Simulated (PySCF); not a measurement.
Molfile (atoms numbered from 1):
```
C5H13Si
     RDKit          3D

 19 18  0  0  0  0  0  0  0  0999 V2000
    2.1427    0.0913    0.3423 C   0  0  0  0  0  0  0  0  0  0  0  0
    1.4378   -1.2380    0.1244 C   0  0  0  0  0  0  0  0  0  0  0  0
    0.2350   -1.1094   -0.8319 C   0  0  0  0  0  0  0  0  0  0  0  0
   -1.0191    0.1662   -0.2231 Si  0  0  0  0  0  3  0  0  0  0  0  0
   -2.0366   -0.2088    1.3153 C   0  0  0  0  0  0  0  0  0  0  0  0
   -1.1393    1.8364   -1.0820 C   0  0  0  0  0  0  0  0  0  0  0  0
    1.4917    0.8064    0.8467 H   0  0  0  0  0  0  0  0  0  0  0  0
    2.4640    0.5203   -0.6036 H   0  0  0  0  0  0  0  0  0  0  0  0
    3.0238   -0.0497    0.9618 H   0  0  0  0  0  0  0  0  0  0  0  0
    1.1127   -1.6418    1.0838 H   0  0  0  0  0  0  0  0  0  0  0  0
    2.1399   -1.9500   -0.3100 H   0  0  0  0  0  0  0  0  0  0  0  0
    0.6087   -0.8308   -1.8225 H   0  0  0  0  0  0  0  0  0  0  0  0
   -0.2301   -2.0934   -0.9396 H   0  0  0  0  0  0  0  0  0  0  0  0
   -2.1947   -1.2802    1.4465 H   0  0  0  0  0  0  0  0  0  0  0  0
   -1.5348    0.1523    2.2134 H   0  0  0  0  0  0  0  0  0  0  0  0
   -3.0155    0.2695    1.2851 H   0  0  0  0  0  0  0  0  0  0  0  0
   -0.1542    2.2343   -1.3272 H   0  0  0  0  0  0  0  0  0  0  0  0
   -1.6515    2.5767   -0.4677 H   0  0  0  0  0  0  0  0  0  0  0  0
   -1.6905    1.7579   -2.0190 H   0  0  0  0  0  0  0  0  0  0  0  0
  1  2  1  0
  2  3  1  0
  3  4  1  0
  4  5  1  0
  4  6  1  0
  1  7  1  0
  1  8  1  0
  1  9  1  0
  2 10  1  0
  2 11  1  0
  3 12  1  0
  3 13  1  0
  5 14  1  0
  5 15  1  0
  5 16  1  0
  6 17  1  0
  6 18  1  0
  6 19  1  0
M  CHG  1   4   1
M  END
```

Geometry: GFN2-xTB; GIAO absolute shieldings from PySCF, gas phase, non-relativistic, averaged over equivalent atoms.

At HSE06/pcSseg-1 (174 basis functions, 50 s wall time on 1 thread of an Arm Neoverse V1, shared host):
```
                  atoms  σ (ppm)
                     C3    142.6
                     C1    159.7
                     C2    160.5
                  C5/C6    165.8
                    Si4    -94.3
                H12/H13    28.86
                H10/H11    29.31
H14/H15/H16/H17/H18/H19    29.35
               H7/H8/H9    30.47
```

**Question.** What do these become at BHandHLYP/pcSseg-1?

**Answer.** 
| atoms | σ at BHandHLYP/pcSseg-1 | change |
| --- | --- | --- |
| C3 | 146.9 | +4.3 |
| C1 | 161.8 | +2.1 |
| C2 | 163.3 | +2.8 |
| C5/C6 | 169.1 | +3.3 |
| Si4 | -70.1 | +24.2 |
| H12/H13 | 29.26 | +0.40 |
| H10/H11 | 29.60 | +0.29 |
| H14/H15/H16/H17/H18/H19 | 29.64 | +0.29 |
| H7/H8/H9 | 30.69 | +0.22 |

The largest change is at Si4 (silicon bonded to 3 C). Cost: 174 basis functions, 22 s wall time on 1 thread of an Arm Neoverse V1, shared host. The order of the carbon signals is the same at both levels.
